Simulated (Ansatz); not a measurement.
Stepwise reaction of `O[SiH2][Si](F)(Cl)Cl` with hydrogen, as a gas-phase model of exchange steps in deposition or etching. ΔE in kJ/mol.

Isolated molecules relaxed with PBE0-D4/def2-TZVP in Ansatz; ΔE leaves out vibrations. CCSD(T)/CBS adds triple-zeta CCSD(T) − MP2 to the extrapolated MP2 energy (def2 sets, frozen cores). This one scheme is used for every species. DFT in def2-TZVPP. B3LYP here is the variant with VWN-RPA as its local correlation; programs differ in this. One conformer a species, not always the lowest.

```json
{"step": "2", "reaction": "`O[SiH2][SiH](F)Cl` + H₂ → `O[SiH2][SiH2]F` + HCl", "PBE-D4": "93.0", "B3LYP-D4": "89.8", "ωB97M-V": "91.3", "CCSD(T)/CBS": "89.0"}
```

Give the row of step 1, `O[SiH2][Si](F)(Cl)Cl` + H₂ → `O[SiH2][SiH](F)Cl` + HCl. (An estimate is asked.)

Ansatz gave: 
```tsv
step	reaction	PBE-D4	B3LYP-D4	ωB97M-V	CCSD(T)/CBS
1	`O[SiH2][Si](F)(Cl)Cl` + H₂ → `O[SiH2][SiH](F)Cl` + HCl	86.0	85.6	86.4	84.6
```

By hand: ΔE of the 2 steps together at CCSD(T)/CBS.

(84.6) + (89.0) = 173.6 kJ/mol, or 86.8 kJ/mol a step.

In ΔE the steps differ by no more than 4.4 kJ/mol. All are uphill at CCSD(T)/CBS. PBE-D4 differs from CCSD(T)/CBS by 1.4 to 4.0 kJ/mol a step. Isolated molecules leave out the surface, adducts and barriers. Largest T1 diagnostic: 0.012.
